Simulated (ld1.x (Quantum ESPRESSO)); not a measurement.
# lead: excitation energies, all-electron against ultrasoft

```
Element                 : Pb (Z = 82)
Generator               : ld1.x (Quantum ESPRESSO) 7.5
Type                    : ultrasoft
Functional              : PBE
Relativity              : scalar-relativistic
Frozen core             : [Xe] 4f14 5d10
Valence charge          : 4
Reference configuration : 6s2 6p2
Partial waves           : 6s (bound): rcut 1.90, rcutus 2.10 bohr; 6s channel at 1.4 Ry: rcut 1.90, rcutus 2.10 bohr; 6p (bound): rcut 2.00, rcutus 2.50 bohr; 6p channel at 0.25 Ry: rcut 2.00, rcutus 2.50 bohr
Local potential         : all-electron potential smoothed inside 2.20 bohr (lloc = -1)
Core correction         : Bessel-smoothed model core inside 1.85 bohr
Augmentation charge     : PSQ, inside the norm-conserving radii
```

Energies are relative to the spin-unpolarised reference configuration 6s2 6p2; without spin polarisation the order of configurations can differ from experiment. The frozen-core shift is the all-electron ΔE with the core orbitals held at their reference shape minus the fully relaxed ΔE.

```
valence configuration  charge  ΔE all-electron (eV)  error AE − PS (meV)  frozen-core shift (meV)
              6s2 6p1      +1                 6.575                  -21                      +20
              6s2 6p0      +2                20.020                 -146                     +132
              6s1 6p0      +3                52.430                 -729                     +694
            6s2 6p2.3    -0.3                -0.799                 -0.1                     +0.1
              6s0 6p4       0                17.835                 -138                     +145
```

Question: What are ΔE and the potential's error for 6s1 6p3?

Answer: ΔE = 8.736 eV all-electron; the error (AE − PS) is -36 meV.

Question: What are ΔE and the potential's error for 6s2 6p1.5?

Answer: ΔE = 2.492 eV all-electron; the error (AE − PS) is -4.1 meV.
